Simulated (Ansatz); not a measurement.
| atom | x (Å) | y (Å) | z (Å) |
| --- | --- | --- | --- |
| Cr | 0.0000 | 0.0000 | 0.0000 |
| O | 0.0000 | 0.0000 | 2.1500 |
| H | -0.1490 | 0.7452 | 2.7400 |
| H | 0.1490 | -0.7452 | 2.7400 |
| O | 0.0000 | 0.0000 | -2.1500 |
| H | 0.1490 | -0.7452 | -2.7400 |
| H | -0.1490 | 0.7452 | -2.7400 |
| O | 2.1500 | 0.0000 | 0.0000 |
| H | 2.7400 | -0.7452 | 0.1490 |
| H | 2.7400 | 0.7452 | -0.1490 |
| O | -2.1500 | 0.0000 | 0.0000 |
| H | -2.7400 | 0.7452 | -0.1490 |
| H | -2.7400 | -0.7452 | 0.1490 |
| O | 0.0000 | 2.1500 | 0.0000 |
| H | 0.7259 | 2.7400 | -0.2250 |
| H | -0.7259 | 2.7400 | 0.2250 |
| O | 0.0000 | -2.1500 | 0.0000 |
| H | -0.7259 | -2.7400 | 0.2250 |
| H | 0.7259 | -2.7400 | -0.2250 |

Basis set: def2-TZVP on H, O; pcseg-2 on Cr. Charge 2. Computed with Ansatz (development build ahead of 0.2.0); the lowest solution found for each multiplicity.

Question: How do the multiplicities compare at this shape? Give, from the lowest of each method, PBE0 (unrestricted) for 3, 5; PBE0 (restricted) for 3, 5.

Answer:

```tsv
method	multiplicity	E (eV)	<S²>
PBE0, unrestricted	3	0.817	2.48
PBE0, unrestricted	5	0.000	6.00
PBE0, restricted	3	0.925	2.00
PBE0, restricted	5	0.000	6.00
```

Caution: other spin multiplicities may lie lower. Caution for PBE0, unrestricted: the unrestricted determinant is spin contaminated.
